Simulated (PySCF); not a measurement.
C2H6FNOSi, SMILES N[SiH2]O/C=C/F. Atoms are numbered in the order given.

```xyz
12

N      2.5150     0.0790     0.3997
Si     1.4059    -1.0905    -0.1777
O     -0.2011    -0.7550     0.2125
C     -0.7893     0.4485     0.0509
C     -2.1099     0.5747    -0.0794
F     -2.6743     1.7782    -0.2014
H      2.7121     0.2258     1.3819
H      2.8573     0.8345    -0.1797
H      1.6179    -2.4127     0.4594
H      1.5607    -1.1149    -1.6596
H     -0.1504     1.3415     0.0590
H     -2.8127    -0.2620    -0.0882
```

The structure is a stationary point at PBE0-D3(BJ)/def2-SVP. The structure was generated by enumeration; whether it is a known compound was not checked. The values are those of a single conformer.

Two levels are set side by side: PBE/pcSseg-1 (PySCF) and PBE0/pcSseg-1 (PySCF). GIAO shifts against CFCl3 (¹⁹F), H2O (¹⁷O), NH3 (¹⁵N), TMS (²⁹Si), TMS (¹H), TMS (¹³C) at the same level; non-relativistic, no solvent, atoms listed together averaged. Differences are taken from unrounded values.

```
quantity                  PBE0
----------------------  ------
δ(¹⁵N) of N1 (ppm)        29.4
δ(²⁹Si) of Si2 (ppm)     -31.1
δ(¹⁷O) of O3 (ppm)       102.4
δ(¹³C) of C4 (ppm)       138.6
δ(¹³C) of C5 (ppm)       153.4
δ(¹⁹F) of F6 (ppm)      -193.8
δ(¹H) of H9, H10 (ppm)    4.99
δ(¹H) of H11 (ppm)        7.40
δ(¹H) of H12 (ppm)        7.52
```

Question: What does PBE give, and how far is it from PBE0? (Estimate from the structure and the level; the computed values follow.)

Answer: 
| quantity | PBE | PBE minus PBE0 |
|---|---|---|
| δ(¹⁵N) of N1 (ppm) | 34.6 | 5.2 |
| δ(²⁹Si) of Si2 (ppm) | -33.6 | -2.5 |
| δ(¹⁷O) of O3 (ppm) | 121.7 | 19.3 |
| δ(¹³C) of C4 (ppm) | 136.1 | -2.4 |
| δ(¹³C) of C5 (ppm) | 152.7 | -0.7 |
| δ(¹⁹F) of F6 (ppm) | -205.4 | -11.6 |
| δ(¹H) of H9, H10 (ppm) | 5.18 | 0.18 |
| δ(¹H) of H11 (ppm) | 7.43 | 0.02 |
| δ(¹H) of H12 (ppm) | 7.52 | 0.00 |

Rough cost on one machine, each run with all the roots and properties that it gave: PBE0 against PBE within a factor of 2.
